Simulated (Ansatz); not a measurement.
Z-matrix (Å, degrees):
```
Si
Si 1 2.339
H 1 1.487 2 110.9
H 1 1.487 2 109.9 3 -120.1
H 1 1.488 2 110.2 3 120.0
Ge 2 2.383 1 112.5 3 64.7
H 2 1.490 1 108.4 3 -174.3
H 2 1.490 1 109.7 3 -56.7
Ge 6 2.428 2 111.2 1 -80.6
H 6 1.540 2 109.6 1 40.3
H 6 1.541 2 109.8 1 158.3
Si 9 2.379 6 109.9 2 50.5
H 9 1.541 6 108.9 2 -70.8
H 9 1.541 6 109.4 2 171.4
Si 12 2.338 9 108.9 6 53.9
H 12 1.489 9 108.4 6 -66.2
H 12 1.490 9 110.8 6 175.2
H 15 1.488 12 109.2 9 70.7
H 15 1.488 12 109.8 9 -47.8
H 15 1.487 12 111.8 9 -168.6
```

Charge 0, multiplicity 1.

Task: List the r2SCAN/def2-TZVPP orbital energies in eV (Ansatz). (Estimate.)

Result: The calculation gave: Occupied: -10834.14, -10834.14, -1791.07, -1791.06, -1791.00, -1791.00, -1349.28, -1349.27, -1199.33, -1199.32, -1199.32, -1199.32, -1199.32, -1199.31, -167.42, -167.42, -141.56, -141.55, -141.50, -141.50, -117.12, -117.11, -117.10, -117.10, -117.10, -117.09, -96.42, -96.42, -96.41, -96.40, -96.40, -96.40, -96.35, -96.35, -96.35, -96.35, -96.34, -96.34, -30.50, -30.42, -30.41, -30.38, -30.37, -30.34, -30.33, -30.30, -30.30, -30.25, -15.48, -14.70, -14.23, -13.40, -12.61, -12.16, -9.69, -9.41, -9.21, -8.96, -8.94, -8.78, -8.66, -8.56, -8.16, -7.75, -7.45, -7.10, -6.95. Lowest empty: -1.12, -0.93, -0.86, -0.55, -0.40, -0.38, -0.13, 0.10.
